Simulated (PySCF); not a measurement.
AlAsH4O2, SMILES [OH][Al]([OH])[AsH2].

The structure is a stationary point at PBE0-D3(BJ)/def2-SVP. The structure was generated by enumeration; whether it is a known compound was not checked. Other conformers were not sampled.

All values below come from IEF-PCM-ωB97X/def2-SVP (PySCF 2.14.0).

The values are the electrostatic part of the solvation free energy, E(continuum) − E(gas) at the gas-phase geometry, in a cavity of scaled van der Waals radii (PySCF's table); cavitation and dispersion terms are not included. A continuum can't describe solvent molecules that bind to the metal. In vacuum the orbital gap is 11.23 eV. The dipole moment in vacuum is 3.07 D.

Computed values in water (ε = 78.36), acetonitrile (ε = 35.69), ethanol (ε = 24.85):
```csv
solvent,ε,ΔG(elec) (kcal/mol),dipole (D),gap (eV)
water,78.36,-9.0,3.91,11.54
acetonitrile,35.69,-8.7,3.89,11.53
ethanol,24.85,-8.6,3.87,11.53
```
